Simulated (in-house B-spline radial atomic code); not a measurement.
How numerical settings move a run on Co IV (Co3+), [Ar] 3d6. Computed with an all-electron radial atomic-structure program (B-spline basis): scalar-relativistic (X2C) M06-L, spherical fractional occupations, Fermi nucleus of rms radius 3.7875 fm.

Command:
```bash
python run_scf.py task.json out
```
Settings of the sound reference run:
```
Z                27
electrons        24
configuration    [Ar] 3d6
hamiltonian      x2c
method           m06l
spin_polarised   False
nucleus          fermi
rms_radius       3.7875
mass_number      59
atomic_mass      58.93319
speed_of_light   137.036
knot_spacing     0.22
spline_order     8
gauss_points     12
box_radius       16.22
max_iterations   70
damping          0.5
damped_steps     3
diis_vectors     10
tolerance        1e-08
start            Thomas-Fermi
```

Time taken, with all properties: 0.65 s on 1 thread of Arm Neoverse V1 (shared host).

It converges in 57 iterations to -1390.828444 hartree, with 3d at -44.8475 eV. The other runs change the listed settings, some to values that make no sense; their results aren't properties of the atom or ion. Radii are in bohr (the nuclear one in fm), a minus after a letter asks for a j subshell, and «unchanged» means within 1e-8 hartree. The run stops when the residual is below 10 × tolerance × max(1, Z/10), or a noise floor if that is larger, and the energy moves by less than 1e-8 × √|E| hartree; so very loose and very tight tolerances often act alike.

```tsv
changed settings	outcome
damping = 0.95	converged in 49 iterations, energy unchanged, 3d level +5.5e-06 eV (the program warns: states collapsed into the nucleus by a negative tau potential were left out of the aufbau)
knot_spacing = 0.4, max_iterations = 12, tolerance = 1e-13	converged in 12 iterations, energy +1.67e-03 hartree from the reference, 3d level +1.5e-02 eV (the program warns: states collapsed into the nucleus by a negative tau potential were left out of the aufbau)
first_knot = 0.0037	converged in 9 iterations, energy -3.66e-03 hartree from the reference, 3d level +4.5e-03 eV
spline_order = 3, gauss_points = 5, max_iterations = 12, damped_steps = 1	converged in 11 iterations, energy +3.09e-02 hartree from the reference, 3d level -2.0e-02 eV (the program warns: states collapsed into the nucleus by a negative tau potential were left out of the aufbau)
damping = 0.8	converged in 12 iterations, energy unchanged, 3d level +9.1e-07 eV (the program warns: states collapsed into the nucleus by a negative tau potential were left out of the aufbau)
first_knot = 0.00037	converged in 9 iterations, energy -7.15e-05 hartree from the reference, 3d level +8.7e-03 eV
first_knot = 0.0111	converged in 9 iterations, energy +5.25e-03 hartree from the reference, 3d level +4.1e-03 eV
hamiltonian = dirac, method = hf, speed_of_light = 24.31019	converged in 11 iterations to -2124.4547 hartree, a different physical problem
first_knot = 0.111	converged in 9 iterations, energy +8.85e-01 hartree from the reference, 3d level +7.3e-03 eV
damped_steps = 8	converged in 68 iterations, energy unchanged, 3d level +1.2e-06 eV (the program warns: states collapsed into the nucleus by a negative tau potential were left out of the aufbau)
```

What happens with first_knot = 3.7e-05?

Converged in 9 iterations, energy +9.29e-05 hartree from the reference, 3d level +7.8e-03 eV (the program warns: states collapsed into the nucleus by a negative tau potential were left out of the aufbau).

What happens with damped_steps = 1?

Converged in 15 iterations, energy unchanged, 3d level +7.3e-07 eV (the program warns: states collapsed into the nucleus by a negative tau potential were left out of the aufbau).

What happens with damping = 0.2?

Converged in 14 iterations, energy unchanged, 3d level +4.4e-07 eV (the program warns: states collapsed into the nucleus by a negative tau potential were left out of the aufbau).

What happens with spline_order = 6, gauss_points = 8, max_iterations = 100, diis_vectors = 4, start = bare nucleus?

Converged in 29 iterations, energy -1.05e-04 hartree from the reference, 3d level +9.6e-03 eV (the program warns: states collapsed into the nucleus by a negative tau potential were left out of the aufbau).
